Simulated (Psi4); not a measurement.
Intermolecular potential of H3N ··· HF (SMILES N and F). Monomers: optimised at B3LYP-D3(BJ) (def2-TZVP), held rigid. Orientation: a random orientation, not optimised. R is the distance of the centres of mass, along which the second monomer moves.

Geometry at R = 3.43 Å (first 4 atoms: monomer A):
```
6

N      0.0001     0.0021     0.2791
H      0.9369    -0.1060    -0.0927
H     -0.5597    -0.7594    -0.0870
H     -0.3773     0.8633    -0.0993
F     -2.6787     2.0910     0.4095
H     -2.6093     3.0112     0.4649
```

Methods: PBE/def2-TZVP, counterpoise-corrected (Psi4); PBE-D3(BJ)/def2-TZVP, counterpoise-corrected (Psi4); wB97X-V/def2-TZVP, counterpoise-corrected (Psi4); CCSD(T)/aug-cc-pVDZ = DF-CCSD(T)/aug-cc-pVDZ, frozen core, counterpoise-corrected (Psi4).

Interaction energies in kJ/mol; the last columns give the difference from CCSD(T):

```tsv
R / Å	PBE/def2-TZVP	PBE-D3(BJ)/def2-TZVP	wB97X-V/def2-TZVP	CCSD(T)/aug-cc-pVDZ	PBE/def2-TZVP − CCSD(T)/aug-cc-pVDZ	PBE-D3(BJ)/def2-TZVP − CCSD(T)/aug-cc-pVDZ	wB97X-V/def2-TZVP − CCSD(T)/aug-cc-pVDZ
2.81	4.79	3.32	4.14	5.44	-0.65	-2.12	-1.30
3.03	-0.18	-1.45	-0.83	0.17	-0.35	-1.62	-1.00
3.26	-1.77	-2.82	-2.29	-1.55	-0.22	-1.27	-0.74
3.43	-1.96	-2.85	-2.36	-1.82	-0.14	-1.04	-0.54
3.65	-1.76	-2.48	-2.03	-1.70	-0.05	-0.78	-0.32
3.82	-1.50	-2.10	-1.69	-1.49	-0.01	-0.61	-0.19
4.15	-1.03	-1.44	-1.11	-1.07	0.04	-0.38	-0.05
4.41	-0.74	-1.04	-0.80	-0.80	0.06	-0.24	0.00
4.94	-0.37	-0.53	-0.43	-0.46	0.09	-0.07	0.02
5.62	-0.17	-0.25	-0.23	-0.24	0.07	0.00	0.02
6.64	-0.08	-0.11	-0.10	-0.11	0.03	0.01	0.01
7.91	-0.04	-0.05	-0.05	-0.05	0.01	0.00	0.00
```

PBE/def2-TZVP is furthest from CCSD(T)/aug-cc-pVDZ at 2.81 (-0.65 kJ/mol, below); its mean absolute difference over the points is 0.14 kJ/mol.

PBE-D3(BJ)/def2-TZVP is furthest from CCSD(T)/aug-cc-pVDZ at 2.81 (-2.12 kJ/mol, below); its mean absolute difference over the points is 0.68 kJ/mol.

wB97X-V/def2-TZVP is furthest from CCSD(T)/aug-cc-pVDZ at 2.81 (-1.30 kJ/mol, below); its mean absolute difference over the points is 0.35 kJ/mol.
